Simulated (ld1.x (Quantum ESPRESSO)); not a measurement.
## What the settings do to the PAW potential of iron

Base potential:

| Property | Result |
| --- | --- |
| Element | Fe (Z = 26) |
| Generator | ld1.x (Quantum ESPRESSO) 7.5 |
| Type | PAW |
| Functional | PBE |
| Relativity | scalar-relativistic |
| Frozen core | [Ar] |
| Valence charge | 8 |
| Reference configuration | 3d6 4s0.5 4p0 (charge +1.5) |
| Partial waves | 4s (bound): rcut 1.55, rcutus 2.15 bohr; 4s channel at 2.6 Ry: rcut 1.55, rcutus 2.15 bohr; 4p (bound, empty): rcut 2.30, rcutus 3.00 bohr; 4p channel at 1.45 Ry: rcut 2.30, rcutus 3.00 bohr; 3d (bound): rcut 1.70, rcutus 1.90 bohr; 3d channel at -0.4 Ry: rcut 1.70, rcutus 1.90 bohr |
| Local potential | all-electron potential smoothed inside 2.40 bohr (lloc = -1) |
| Core correction | a·sin(br)/r model core, default radius (core density twice the valence density) |
| Augmentation charge | GAUSS, radius 1.60 bohr |

Cutoffs, loose and tight: the cutoffs (Ry, on a coarse ladder) from which the occupation-weighted sum of valence levels, in a spherical-Bessel basis at the reference potential, stays within 10 and 1 mRy of its value at 400 Ry. They do not see the model core or the augmentation charge, which bear on the density cutoff. Test errors are all-electron minus pseudo excitation energies from the reference, over the configurations 3d6 4s2 4p0; 3d6 4s1 4p0; 3d6 4s0 4p0; 3d5 4s0 4p0; 3d6 4s1.5 4p0; 3d7 4s1 4p0; 3d6 4s0 4p2. A dash means not determined; rows that change the core or the reference have their own tests. The largest error is taken over the tests solved by every variant that gives reliable tests at all: 3d6 4s0 4p0; 3d6 4s1 4p0; 3d6 4s1.5 4p0; 3d6 4s2 4p0.

| change | outcome | cutoff, loose | cutoff, tight | bound ghosts | largest test error (meV) |
| --- | --- | --- | --- | --- | --- |
| base | generated | 30 Ry | 45 Ry | none | -3.3 |
| waves 4s (bound): rcut 1.32, rcutus 1.40 bohr; 4s channel at 2.6 Ry: rcut 1.32, rcutus 1.40 bohr | failed: run_pseudo: Errors in PS-KS equation | – | – | – | – |
| waves 4s (bound): rcut 1.50, rcutus 1.58 bohr; 4s channel at 2.6 Ry: rcut 1.50, rcutus 1.58 bohr | failed: run_pseudo: Errors in PS-KS equation | – | – | – | – |
| waves 4s (bound): rcut 1.55, rcutus 1.82 bohr; 4s channel at 2.6 Ry: rcut 1.55, rcutus 1.82 bohr | failed: run_pseudo: Errors in PS-KS equation | – | – | – | – |
| waves 4s (bound): rcut 1.55, rcutus 2.06 bohr; 4s channel at 2.6 Ry: rcut 1.55, rcutus 2.06 bohr | generated | 30 Ry | 45 Ry | none | -3.2 |
| waves 4s (bound): rcut 1.55, rcutus 2.24 bohr; 4s channel at 2.6 Ry: rcut 1.55, rcutus 2.24 bohr | generated | 30 Ry | 45 Ry | none | -3.1 |
| waves 4s (bound): rcut 1.55, rcutus 2.58 bohr; 4s channel at 2.6 Ry: rcut 1.55, rcutus 2.58 bohr | generated | 30 Ry | 45 Ry | none | -1.6 |
| waves 4s (bound): rcut 1.55, rcutus 2.76 bohr; 4s channel at 2.6 Ry: rcut 1.55, rcutus 2.76 bohr | generated | 30 Ry | 45 Ry | none | +5.0 |
| waves 4s (bound): rcut 1.55, rcutus 3.06 bohr; 4s channel at 2.6 Ry: rcut 1.55, rcutus 3.06 bohr | generated | 30 Ry | 45 Ry | none | +18 |

Problem. What comes out with this change to the base: waves 4s (bound): rcut 1.55, rcutus 3.16 bohr; 4s channel at 2.6 Ry: rcut 1.55, rcutus 3.16 bohr?

Solution. outcome: generated; cutoff, loose: 30 Ry; cutoff, tight: 45 Ry; bound ghosts: none; largest test error (meV): +21.

Reading the sweep of the s radius (base included, trends over the rows without a ghost): The loose cutoff stays near 30 Ry. The generation fails at 1.4, 1.58, 1.82 bohr.
